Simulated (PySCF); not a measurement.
boron atom (B), doublet.

Here is a job for PySCF.
```python
from pyscf import gto, scf, mp

mol = gto.Mole()
mol.atom = '''
    B     0.00000000    0.00000000    0.00000000
'''
mol.basis = 'pcseg-1'
mol.spin = 1
mol.verbose = 4
mol.build()

mf = scf.UHF(mol)
mf.kernel()

pt = mp.MP2(mf)
pt.kernel()
print('E(MP2) = %.10f' % pt.e_tot)
```

What does this run give for the MP2 correlation energy, SCF-reference dipole moment, number of basis functions, total energy?


The MP2 correlation energy comes out as -0.0356 Eh. The SCF-reference dipole moment is 0.00 D. The number of basis functions is 14 and the total energy is -24.5531 Eh.

These values belong to the state on which the SCF converged, which isn't shown to be the lowest.
